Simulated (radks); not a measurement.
The numbers below are computed, except where a source is named.
Q: The mean radii <r> (bohr) of the occupied orbitals of an atom or ion are listed with their occupations. Level of theory: Dirac Kohn-Sham, PBE, spin-unpolarised, spherical densities, finite nucleus; Fermi nuclear charge, rms radius of each element as measured or else 0.836 A^(1/3) + 0.57 fm (a radial shooting solver on a logarithmic mesh with Libxc functionals).

orbital  occ.      <r>
1s1/2       2  0.04860
2s1/2       2   0.2176
2p1/2       2   0.1883
2p3/2       4   0.1918
3s1/2       2   0.6469
3p1/2       2   0.6635
3p3/2       4   0.6736
3d3/2       4   0.7416
3d5/2       5   0.7458

Name the element and its charge. Open shells, if any, fill j = l - 1/2 first.

A: Z = 31, gallium, charge +4: Ga4+ in [Ar] 3d9. The 1s radius gives Z: for a bare nucleus <r> = (2 gamma + 1)/(2Z) with gamma = sqrt(1 - (Z/c)^2), 0.04755 bohr for Z = 31, and screening makes it slightly larger (0.04860 here). The occupations add up to 27, and the charge is Z minus that.
